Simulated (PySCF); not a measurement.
A geometry optimisation on `[NH3]->[Ag+]<-[NH3]` ([Ag(NH3)2]+).

Method: PBE0-D3(BJ)/def2-SVP geometry optimisation, gas phase, def2 core potentials past Kr (PySCF 2.14.0). Start geometry: GFN2-xTB. The input is one job of a driver script: a line of settings, then coordinates in Å.

Input:
```
{"job": {"xc": "PBE0", "basis": "def2-SVP", "d3": "d3bj", "grid": 1, "maxiter": 30, "shake": 0.03, "kind": "geom"}, "charge": 1, "multiplicity": 1}
Ag     0.065840    -0.073440     0.012510
N     -0.020750    -0.029030     2.258630
H     -0.479480     0.820080     2.634770
H      1.033500    -0.077340     2.648270
H     -0.540200    -0.820280     2.613260
N     -0.007490     0.030420    -2.272190
H     -0.909180     0.012610    -2.653150
H      0.520690    -0.781740    -2.674200
H      0.469810     0.849280    -2.593570
```

Output:
```
step   0  E = -259.68640332  max force = 0.064220
step   1  E = -259.70029653  max force = 0.009530
step   2  E = -259.70097317  max force = 0.002417
step   3  E = -259.70110824  max force = 0.001208
step   4  E = -259.70115185  max force = 0.000800
step   5  E = -259.70115973  max force = 0.000458
step   6  E = -259.70116459  max force = 0.000248
optimisation converged
```

Energies in Eh; «max force» is the largest Cartesian gradient component in Eh/bohr.

How much energy does the optimisation release, in eV?

E(step 0) − E(last step) = 0.014761 Eh, which is 0.402 eV.

Summary of the converged run: final energy -259.70116 Eh after 6 steps.

Estimate the wall time. Hardware: an Arm Neoverse V2 with one thread, on a shared host. And the peak memory of the process?

About 17 s, with 0.35 GiB resident at the peak, the Python interpreter and its libraries included.
Labels such as C1 count atoms from 1, the log's own numbers from 0.
